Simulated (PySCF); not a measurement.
# Exercise with solution: entropy of an ideal gas

Zr(Me)(H)3 (CH6Zr), SMILES [ZrH3][CH3], multiplicity 1.

Coordinates come from a B3LYP-D3(BJ)/def2-TZVP optimisation. The spin state was assumed, not searched. The structure was generated by enumeration; whether it is a known compound was not checked. The def2 effective core potentials stand for the cores of Zr; spin–orbit coupling is left out.

B3LYP-D3(BJ)/def2-TZVP (PySCF) gives the harmonic wavenumbers 130, 277, 277, 474, 491, 491, 580, 621, 621, 1159, 1410, 1410, 1653, 1653, 1701, 2977, 3058, 3058 cm⁻¹ and the rotational temperatures 1.9178, 0.3229, 0.3229 K. The molar mass is 109.28 g/mol, the symmetry number 3, the spin multiplicity 1.

**Question.** Work out the entropy at 298.15 K and 1 atm in the rigid-rotor, harmonic-oscillator model.

**Answer.** 
Translation (Sackur–Tetrode at 1 atm): S = R[1.5 ln M + 2.5 ln T − 1.16487] = 167.3 J/(mol K).
Rotation: q = (√π/σ) T^1.5/√(θA θB θC) = 6800, S = R[ln q + 3/2] = 85.8 J/(mol K).
Vibration: with u = 1.4388 ν/T, each mode gives R[u/(e^u − 1) − ln(1 − e^−u)]:
| ν (cm⁻¹) | modes | u | S (J/(mol K)) |
|---|---|---|---|
| 130 | 1 | 0.63 | 12.33 |
| 277 | 2 | 1.34 | 12.99 |
| 474 | 1 | 2.29 | 3.04 |
| 491 | 2 | 2.37 | 5.70 |
| 580 | 1 | 2.80 | 2.03 |
| 621 | 2 | 3.00 | 3.47 |
| 1159 | 1 | 5.59 | 0.20 |
| 1410 | 2 | 6.80 | 0.14 |
| 1653 | 2 | 7.98 | 0.05 |
| 1701 | 1 | 8.21 | 0.02 |
The stiffer modes add less than 0.005 each. Sum 40.0 J/(mol K).
Spin: R ln 1 = 0.0 J/(mol K).
Total 293.1 J/(mol K); the program's own thermochemistry gives 293.2. Translation makes up 57 % and vibration 14 %. Anharmonicity, hindered rotation and orbital degeneracy are left out.
